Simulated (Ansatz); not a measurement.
Process, species as SMILES: [SiH2]=C (CH2-SiH2) → C=[SiH-] + H+
B3LYP-D3(BJ)/def2-TZVP geometries, fixed; electronic energies without zero-point terms.

The deprotonation energy at MP2 with Ansatz (a first-principles code), in kcal/mol, split into its Hartree-Fock and correlation parts. Cores are frozen. A restricted Hartree-Fock determinant is unstable towards unrestricted orbitals. The proton leaves the site shown, which need not be the most acidic. No added dispersion term, no relativity. Functions are those of the species that has most.

| basis | X | functions | Hartree-Fock | MP2 |
|---|---|---|---|---|
| aug-cc-pV(D+d)Z | 2 | 91 | 366.20 | 360.07 |
| aug-cc-pV(T+d)Z | 3 | 193 | 367.75 | 361.71 |
| aug-cc-pV(Q+d)Z | 4 | 353 | 368.15 | 362.16 |

Worked estimate of the basis-set limit from each neighbouring pair, with Hartree-Fock from the larger set and the correlation part extrapolated as X^-3.
Correlation parts: X = 2: -6.13, X = 3: -6.04, X = 4: -5.99.
- (2,3): (27·(-6.04) - 8·(-6.13))/19 = -6.00; with Hartree-Fock 367.75 the estimate is 361.75 kcal/mol.
- (3,4): (64·(-5.99) - 27·(-6.04))/37 = -5.95; with Hartree-Fock 368.15 the estimate is 362.20 kcal/mol.
The last two estimates differ by 0.45 kcal/mol; the largest set lies 0.04 from the last. Over the last step Hartree-Fock moves by 0.40 and the correlation part by 0.05.
